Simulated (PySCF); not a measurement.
# How the method changes the constants of TlBi⁺

State: ⁴Σ⁻ (quartet), unpaired electrons σ ↑, π ↑↑. Set-up: Tl def2-SVP with ECP60, Bi def2-SVP with ECP60; scalar-relativistic core potentials (PySCF 2.14). De refers to Tl⁺ + Bi in their high-spin ground configurations, without counterpoise correction. The functionals are run spin-unrestricted. A positive dipole points towards Bi; it is taken about the centre of mass and depends on that origin.

```csv
Level,Re (Å),ωe (cm⁻¹),De (eV),μ (D),"CPU s a point (SCF and correlation, without the integrals)"
UHF,3.756,34.5,n/a,-5.89,0.19
UHF-MP2,3.478,48.7,n/a,n/a,0.39
UHF-SCS-MP2,3.546,44.8,n/a,n/a,n/a
UHF-CCSD,3.510,47.1,n/a,n/a,n/a
UHF-CCSD(T),3.481,48.9,n/a,n/a,13
PBE,3.338,58.9,n/a,-2.75,0.89
revPBE,3.419,53.3,n/a,-3.09,0.64
PW91,3.329,59.5,n/a,-2.69,0.67
r²SCAN,3.318,59.7,n/a,-3.07,1.3
TPSSh,3.348,56.5,n/a,-3.14,1.3
PBE0,3.338,58.1,n/a,-3.20,1.5
HSE06,3.332,58.6,n/a,-3.08,1.5
```

What does second-order correlation do here, going from UHF to UHF-MP2?

UHF-MP2 less UHF: -27.8 pm in Re, +41.2 % in ωe. Correlation nearly always deepens the well. The bond shortens, as in weak, metallic or heavy-atom bonds, where dispersion and the correlation of outer-core electrons pull the atoms together.

What does the triples do here, going from UHF-CCSD to UHF-CCSD(T)?

UHF-CCSD(T) less UHF-CCSD: -2.9 pm in Re, +3.8 % in ωe. Correlation nearly always deepens the well. The bond shortens, as in weak, metallic or heavy-atom bonds, where dispersion and the correlation of outer-core electrons pull the atoms together.

Correlated steps freeze 8 core orbitals. Spin–orbit coupling is left out, which matters for elements this heavy, above all for dissociation energies. The state is the lowest determinant that a PBE0 search found; another state may lie lower at other levels.

The whole job (state search and all levels along the bond) took about 4.3 min on 1 thread of Arm Neoverse N1 (shared host), peak memory 0.62 GiB.
